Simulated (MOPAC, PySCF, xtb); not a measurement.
Dimer: NH3 (SMILES N) (first 4 atoms) with CH4S (SMILES CS); geometry from B3LYP-D3(BJ)/def2-TZVP, rigid monomers moved along the line of their centres of mass till N1···H10 is 2.54 Å.
(charge 0, multiplicity 1):
```csv
atom,x (Å),y (Å),z (Å)
N,-0.1745,0.0328,0.7472
H,-0.1468,0.9539,0.3249
H,0.6587,-0.4635,0.4528
H,-0.9752,-0.4567,0.3645
C,0.6272,-0.9732,5.0177
S,-0.5044,0.3964,4.6094
H,1.6308,-0.7814,4.6417
H,0.6675,-1.0365,6.1038
H,0.2586,-1.9197,4.6262
H,-0.4007,0.2871,3.2651
```

Monomers are frozen at their geometry in the pair; levels with a basis set take the counterpoise correction. Rows marked so take none.

Rows in 6-31G* carry no dispersion term and start afresh at each structure (6-31G* with six Cartesian d functions). The state that PM7 reach isn't checked; PM7 holds dispersion and hydrogen-bond terms.

The values were computed with MOPAC for PM7 (differences of heats of formation); PySCF for 6-31G* rows; xtb for the GFN methods. Values without a source in brackets are computed.

Question: One of these levels gives -143.7 meV for the interaction energy. Which?
A. M06-2X/6-31G* (no counterpoise)
B. PM7
C. GFN1-xTB

Answer: B, PM7. The others give -108.1 (GFN1-xTB), -170.5 (M06-2X/6-31G* (no counterpoise))
